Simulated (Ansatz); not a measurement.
Geometry optimisation, RKS B3LYP/def2-SVP in Ansatz 0.2.0.

input.yaml

```yaml
crystal:
  periodic: [false, false, false]
  atoms:
    - { symbol: B, position_ang: [-0.8574, -0.7754, -0.1073] }
    - { symbol: O, position_ang: [0.8165, -0.4513, 0.247] }
    - { symbol: F, position_ang: [-1.0048, -1.6699, -1.0567] }
    - { symbol: F, position_ang: [-1.5715, -0.8957, 0.9898] }
    - { symbol: Zn, position_ang: [0.6058, 1.6597, -0.3163] }
    - { symbol: H, position_ang: [-1.0759, 0.6114, -0.6815] }
    - { symbol: F, position_ang: [1.8215, 2.7072, 0.2591] }
    - { symbol: H, position_ang: [1.2656, -1.186, 0.666] }
basis:
  gaussian: { orbitals: def2-SVP }
hamiltonian:
  xc: b3lyp
relax:
  f_tol: 0.15
  max_steps: 25
  restrain:
    - { distance: [0, 5], at: 2.45, k: 30.0 }
    - { distance: [4, 1], at: 3.18, k: 30.0 }
    - { distance: [0, 1], at: 1.5, k: 30.0 }
    - { distance: [4, 5], at: 1.53, k: 30.0 }
```

Run as:

```bash
$ ansatz run input.yaml --threads 2 --pin off --max-ram 3072MiB --backend cpu --events-out ev --progress --plain --runs-dir out
```

Q: Where does it end, and by what steps?

A: The forces met the threshold. The restraints hold the end off the free minimum. After 8 steps the energy has fallen by 1.345 eV (the restraints' own energy left out); O2 moved furthest, 0.71 Å. Joined: Zn5–H6 (2.02 → 1.52 Å).

```json
{"step": "0", "energy less start (eV)": "0.0000", "largest force component (eV/Å)": "3.394", "accepted": "yes"}
{"step": "1", "energy less start (eV)": "-0.0474", "largest force component (eV/Å)": "5.269", "accepted": "yes"}
{"step": "2", "energy less start (eV)": "-0.5847", "largest force component (eV/Å)": "5.300", "accepted": "yes"}
{"step": "3", "energy less start (eV)": "-0.9288", "largest force component (eV/Å)": "1.953", "accepted": "yes"}
{"step": "4", "energy less start (eV)": "-0.9194", "largest force component (eV/Å)": "2.476", "accepted": "yes"}
{"step": "5", "energy less start (eV)": "-1.1514", "largest force component (eV/Å)": "2.281", "accepted": "yes"}
{"step": "6", "energy less start (eV)": "-1.2108", "largest force component (eV/Å)": "2.234", "accepted": "yes"}
{"step": "7", "energy less start (eV)": "-1.3257", "largest force component (eV/Å)": "2.264", "accepted": "yes"}
{"step": "8", "energy less start (eV)": "-1.3448", "largest force component (eV/Å)": "2.390", "accepted": "yes"}
```

```xyz
8
Properties=species:S:1:pos:R:3
B -0.595 -1.159 0.001
O 0.819 -1.159 0.148
F -1.112 -1.351 -1.190
F -1.389 -1.069 1.056
Zn 0.339 1.932 -0.396
H -0.916 1.152 -0.774
F 1.751 2.846 0.080
H 1.102 -1.191 1.075
```

Time of the run: 29 s on 2 threads of Arm Neoverse V2, with other jobs on the host, peak memory 0.26 GiB.
